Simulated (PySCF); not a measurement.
MgCl₂, SMILES [Cl][Mg][Cl].

Coordinates come from a ωB97X-D3(BJ)/def2-TZVP optimisation. The isomer is the one that the SMILES or the coordinates give; other isomers of the formula were not compared.

Level of theory: PBE/def2-TZVPD run with PySCF.

Isolated molecule, no solvent.

Computed frontier levels, gap, dipole moment and polarisability:
```yaml
highest_occupied_level: -7.66 eV
lowest_empty_level: -2.53 eV
orbital_gap: 5.13 eV
dipole_moment: 0.00 D
quadrupole, principal values (traceless, Buckingham form, about the centre of nuclear charge): -15.42, 7.71, 7.71 D·Å
mean_static_polarisability: 52.7 bohr³ (7.80 Å³)
polarisability_principal_values: 45.7, 45.7, 66.6 bohr³
```
